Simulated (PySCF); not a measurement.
```xyz
5
charge 0 multiplicity 4, angstrom
Re    0.0000    0.0000    0.0000
Cl    2.3007    0.0000    0.0000
Cl    0.0000    2.3007    0.0000
Cl   -2.3007    0.0000    0.0000
Cl    0.0000   -2.3007    0.0000
```

All numbers come from UPBE in PySCF with Re def2-SVP with ECP60, Cl def2-SVP; scalar-relativistic core potentials, no spin–orbit coupling; density-fitted integrals.

This geometry of ReCl₄ is a stationary point at this level.

(1) What is the point group?

(2) Is it a minimum?

(3) Which band is strongest in the infrared?

(4) What are the dipole moment and the gap between the highest occupied and lowest empty levels of either spin?

Answers

(1) D4h.

(2) No: it has 1 imaginary mode, at 46i cm⁻¹ (b2u).

(3) 370 cm⁻¹ (eu), 195 km/mol.

(4) 0.00 D and 0.39 eV.

This need not be the most stable arrangement of these atoms. Open d and f shells are described by one determinant, and the ground state may have another occupation or spin. At this level a doublet minimum of D2d symmetry lies 26 kJ/mol below this structure. With an element this heavy the missing spin–orbit coupling can shift these numbers.
